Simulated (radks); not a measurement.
Q: Coulomb parameter of the 4f shell of the neodymium ion Nd2+ in the model configuration [Xe] 4f3 5d1, as a second difference U = [E(n + 0.5) + E(n - 0.5) - 2 E(n)] / (0.5)^2 with all orbitals relaxed. "Bare": the charge of the atom changes with n. "Screened": the 5d shell takes up the change at fixed total charge, which measures U(4f,4f) + U(5d,5d) - 2 U(4f,5d). Method: scalar-relativistic Kohn-Sham, LDA (Slater exchange, Perdew-Wang correlation), spin-unpolarised, spherical densities, finite nucleus; Fermi nuclear charge, rms radius 4.9123 fm; computed with a radial shooting solver on a logarithmic mesh with Libxc functionals. Estimate both.

A: U(bare) = 16.087 eV, U(screened by 5d) = 4.550 eV, against the Slater integral F0(4f,4f) = 25.712 eV with frozen orbitals.
